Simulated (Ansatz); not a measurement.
Si9⁺. Total charge 1; doublet. Geometry PBE-D4/def2-SVP; atoms count from 1.

Cartesian coordinates in Å:
```
Si 0.331 1.960 0.817
Si -2.799 -1.510 1.382
Si 1.533 1.170 -1.329
Si 0.993 -0.570 0.377
Si -1.064 -1.754 -0.239
Si -0.902 0.750 -1.164
Si 2.687 0.987 0.897
Si 0.435 -1.218 -2.055
Si -1.217 0.185 1.314
```

At PBE0-D4/def2-TZVP a quartet of charge 1 lies 0.17 eV below the doublet, each at its own geometry. The structure comes from a short search, and lower isomers may exist.

(1) Estimate the Mulliken populations from the PBE0/def2-TZVP orbitals of Ansatz.

(2) Where does the spin sit?

(3) And the Mayer bond orders between bonded heavy atoms (over 0.3)?

Results:

(1) 
| atom | charge (e) | spin (α − β) |
| --- | --- | --- |
| Si1 | 0.11 | 0.33 |
| Si2 | 0.19 | -0.13 |
| Si3 | 0.07 | 0.03 |
| Si4 | 0.10 | -0.02 |
| Si5 | 0.09 | 0.09 |
| Si6 | 0.11 | 0.17 |
| Si7 | 0.13 | 0.35 |
| Si8 | 0.14 | 0.15 |
| Si9 | 0.06 | 0.03 |
Mulliken values and Mayer orders depend strongly on the basis.

(2) Summed by element: Si 1.00, of 1 unpaired in all. Largest on single atoms: Si7 0.35, Si1 0.33, Si6 0.17.

(3) Si1–Si3 0.47 (2.58 Å); Si1–Si4 0.41 (2.65 Å); Si1–Si6 0.49 (2.63 Å); Si1–Si7 0.64 (2.55 Å); Si1–Si9 0.75 (2.41 Å); Si2–Si5 0.91 (2.39 Å); Si2–Si9 1.05 (2.32 Å); Si3–Si4 0.56 (2.50 Å); Si3–Si6 0.61 (2.48 Å); Si3–Si7 0.69 (2.51 Å); Si4–Si5 0.57 (2.45 Å); Si4–Si7 0.82 (2.36 Å); Si4–Si8 0.52 (2.58 Å); Si4–Si9 0.51 (2.52 Å); Si5–Si6 0.40 (2.67 Å); Si5–Si8 0.78 (2.41 Å); Si5–Si9 0.63 (2.49 Å); Si6–Si8 0.58 (2.54 Å); Si6–Si9 0.50 (2.56 Å). Values over 0.3 also appear between atoms too far apart for a bond (Si3–Si8 0.43 at 2.73 Å; Si4–Si6 0.35 at 2.78 Å); they arise where an orbital or an unpaired electron spreads over both atoms.
